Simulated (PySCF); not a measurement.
Mapped SMILES: `[CH3:1][N+:2]([CH3:3])([CH3:4])[B-:5]([F:6])([F:7])[F:8]`. Hydrogens are named by the atom that carries them.

Geometry: PBE0-D3(BJ)/def2-TZVP; GIAO shifts from PySCF 2.14, gas phase, non-relativistic, averaged over equivalent atoms.

At KT3/pcSseg-2 (414 basis functions, 3.8 min wall time (7.2 min CPU) on 2 threads of an Intel Xeon, shared host):
| atoms | δ (ppm) |
| --- | --- |
| C1/C3/C4 | 48.4 |
| N2 | 69.4 |
| B5 | -1.5 |
| F6/F7/F8 | -201.7 |
| H(C1)/H(C3)/H(C4) | 2.51 |

δ = σ(ref) − σ, references computed at the same level: $^{13}$C (183.24 ppm) and $^{1}$H (31.63 ppm) vs TMS; $^{15}$N (261.05 ppm) vs NH3; BF3·OEt2 for $^{11}$B (98.26 ppm); $^{19}$F (145.48 ppm) against CFCl3.

**Question.** Predict the values at PBE0/pcSseg-2 on the same geometry.

**Answer.** 
| atoms | δ at PBE0/pcSseg-2 | change |
| --- | --- | --- |
| C1/C3/C4 | 49.0 | +0.6 |
| N2 | 64.2 | -5.2 |
| B5 | -1.4 | +0.1 |
| F6/F7/F8 | -178.6 | +23.1 |
| H(C1)/H(C3)/H(C4) | 2.49 | -0.02 |

Chemical shifts δ = σref − σ; $^{13}$C (σref 186.03) and $^{1}$H (σref 31.52) vs TMS; NH3 for $^{15}$N (σref 263.78); $^{11}$B (σref 98.70) against BF3·OEt2; $^{19}$F (σref 174.31) vs CFCl3, all at this level.

The largest change is at F6/F7/F8 (fluorine bonded to B). Cost: 414 basis functions, 4.2 min wall time (7.5 min CPU) on 2 threads of an Intel Xeon, shared host.

Unscaled 19F shifts against computed CFCl3 carry errors that often reach 10 to 50 ppm. Experimental scales use liquid or dissolved standards, which lie at an offset from isolated NH3 (liquid NH3: subtract about 20 ppm).
